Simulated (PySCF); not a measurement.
# Dipole moment and polarisability of amminetrifluoroboron

Amminetrifluoroboron, BF3H3N.
Geometry (PBE0-D3(BJ)/def2-TZVP, Å), atoms numbered from 1 in this order:
```xyz
8
BF3H3N angstrom
N      0.785   -0.257   -0.157
B     -0.781    0.254    0.144
F     -1.556   -0.554   -0.643
F     -0.781    1.569   -0.231
F     -0.945    0.054    1.488
H      0.918   -1.201    0.192
H      1.444    0.360    0.308
H      0.972   -0.245   -1.154
```

Level: CAM-B3LYP/aug-cc-pVTZ (PySCF), static field, nuclei fixed, core orbitals frozen in the response. The polarisability tensor in these axes (au):

```
x   29.13 -0.71 -0.41
y   -0.71 27.20  0.13
z   -0.41  0.13 27.05
```

Task: Diagonalise the tensor; give its mean and Δα, where Δα² is half the sum of the squared differences of the eigenvalues.

Result: Principal values 26.97, 26.97 and 29.44 au; mean 27.79 au = 4.12 Å³ = 4.58 × 10⁻⁴⁰ C²·m²/J; Δα = 2.47 au (9 % of the mean).

Task: What is the dipole moment, and where does it point?

Result: (5.74, -1.87, -1.10) D, 6.13 D in size, pointing from the negative to the positive side. Measured along this direction, the outermost atoms are F3, F4 and F5 at the negative end and H8, H6 and H7 at the positive end.

Task: What depolarisation ratio follows for Rayleigh scattering of linearly polarised light, taking the static tensor?

Result: ρ = 3Δα²/(45ᾱ² + 4Δα²) = 18.3/(34762 + 24.4) ≈ 0.000527.

Task: Give the eigenvalues of the traceless quadrupole moment Θ = ½Σq(3rr − r²1), origin at the centre of nuclear charge.

Result: -4.99, -4.99, 9.98 D·Å. The values depend on the origin, since the dipole doesn't vanish. The electronic extent ⟨r²⟩ about the same centre is 356 bohr², a root-mean-square distance of 1.54 Å for the 42 electrons.

Task: Form Σ f/ω² (atomic units) for the 10 lowest TDDFT singlets, given as eV and f, and set it beside the mean polarisability, which is this sum over all singlets: 8.64, 0.0890; 8.85, 0.0000; 9.40, 0.0055; 9.40, 0.0055; 9.94, 0.0033; 9.94, 0.0033; 10.15, 0.0231; 10.16, 0.0230; 10.36, 0.0054; 10.36, 0.0054.

Result: They add up to 1.43 au, 5.1 % of the 27.79 au; the largest single term is 0.88 au, from the state at 8.64 eV. Terms in order: 0.88, 0.00, 0.05, 0.05, 0.02, 0.02, 0.17, 0.17, 0.04, 0.04 au. Higher excitations give the rest. The strengths listed sum to 0.164.

Isolated species at its PBE0-D3(BJ)/def2-TZVP geometry, gas phase.
